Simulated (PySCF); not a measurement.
Delta-SCF ions had no search for a lower state. Excitations are Tamm–Dancoff values on a coarser integration grid. The basis has no diffuse functions, so Rydberg states are missing or too high.

Cartesian coordinates (Å):
```xyz
7

S     -1.0378    -1.5113    -0.3558
B      0.2186    -0.2494    -0.0307
S      1.9288    -0.8519    -0.0213
S     -0.0872     1.5059     0.2750
H     -2.1190    -0.7196    -0.2859
H      2.5233     0.3245     0.2398
H     -1.4267     1.5018     0.1788
```
Charge 0, multiplicity 1.

### Question
What vertical ionisation energy (Delta-SCF), S1–T1 gap (TDA), dipole moment, brightest of the four lowest singlets (TDA), total energy, T1 excitation (TDA), HOMO–LUMO gap and S1 excitation (TDA) does PySCF 2.14.0 with TPSSh-D3(BJ)/def2-TZVP // B3LYP-D3(BJ)/def2-TZVP give?

### Answer

- vertical ionisation energy (Delta-SCF): 9.38 eV
- S1–T1 gap (TDA): 0.66 eV
- dipole moment: 1.62 D
- brightest of the four lowest singlets (TDA): 5.92 eV
- total energy: -1221.4304 Ha
- T1 excitation (TDA): 4.73 eV
- HOMO–LUMO gap: 5.76 eV
- S1 excitation (TDA): 5.39 eV
